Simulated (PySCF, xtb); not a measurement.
C4HCl2F, SMILES C#CC(F)=C(Cl)Cl.

GFN2-xTB run with xtb 6.7.1 at its own geometry gives an orbital gap of 3.41 eV and a dipole moment of 1.86 D.

Geometry: ωB97X-D3(BJ)/def2-SVP. The structure was generated by enumeration, and PubChem lists no compound with its InChIKey, so it may never have been made.

**Question.** What does PBE/def2-TZVP in PySCF give? (Estimate from the structure and the level; the computed values follow.)

**Answer.** gap 3.66 eV (levels -6.02 and -2.37 eV), dipole 1.34 D.
